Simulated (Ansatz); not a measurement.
## 1,2-elimination

Start structure (BNH2BrCl, closed shell), relaxed at PBE0-D4/def2-TZVP:

B1  (0.041, 0.528, -0.189)
Br2  (1.599, 1.531, 0.340)
N3  (-0.116, -0.775, 0.244)
H4  (0.558, -1.233, 0.833)
Cl5  (-1.168, 1.281, -1.218)
H6  (-0.914, -1.331, -0.010)
(Å)

The step: BNH₂BrCl ([NH2][B]([Cl])[Br]) → BNHCl ([NH][B][Cl]) + HBr; bonds formed: Br2–H4; bonds broken: B1–Br2, N3–H4. Ansatz 0.2.0; basis: def2-TZVPP and def2-QZVPP; cores frozen in the correlated methods. Filled d shells of the heavier atoms are correlated. The def2 sets are not built for correlating such inner shells, so the correlated values are less sure here. Extrapolation: Hartree–Fock as exp(−7.88 √X), correlation as X^−2.97. Energies below are by CCSD(T) at an estimated basis limit (MP2 extrapolated from triple and quadruple zeta, plus CCSD(T) − MP2 in triple zeta).

What are the electronic barrier and the energy of the step, from the start structure to the end structure? (Judge from chemistry; the value comes from the calculation.)

By the calculation: Barrier 3.021 eV; step energy 2.427 eV (uphill); reverse barrier, their difference, 0.595 eV. Barrier and step energy count from the start structure, the reverse barrier from the end structure.

The saddle point: One imaginary mode of 951i cm⁻¹.
| pair | start (Å) | saddle (Å) | end (Å) |
| --- | --- | --- | --- |
| Br2–H4 | 2.99 | 1.72 | 1.44 |
| B1–Br2 | 1.93 | 2.98 | 3.91 |
| N3–H4 | 1.01 | 1.26 | 2.02 |

Zero-point energy (harmonic, PBE0-D4): ZPE is 0.914 eV at the start and 0.673 eV at the saddle, so the barrier goes from 3.021 to 2.781 eV.

First-order rate constant out of the start structure at 698 K by transition-state theory, with harmonic vibrational free energies alone and no tunnelling: ΔA‡ = 2.713 eV, so k = (kB T/h) exp(−ΔA‡/kB T) ≈ 10^-6 s⁻¹ (an order of magnitude at best: rotation, the number of equivalent paths and anharmonicity are left out).

T1 diagnostic: at most 0.013.

Labels in which every atom is bracketed show which atoms are joined, not bond orders.

For scale, one of the runs: CCSD(T)/def2-TZVPP, 180 basis functions, launched by `ansatz run in.yaml --threads 4 --pin off --events-out ev --progress --plain --max-ram 9574MiB`. The run took 43 s on 4 CPU threads of an Arm Neoverse V1 (shared host), with 1.8 GiB of host memory at its peak.
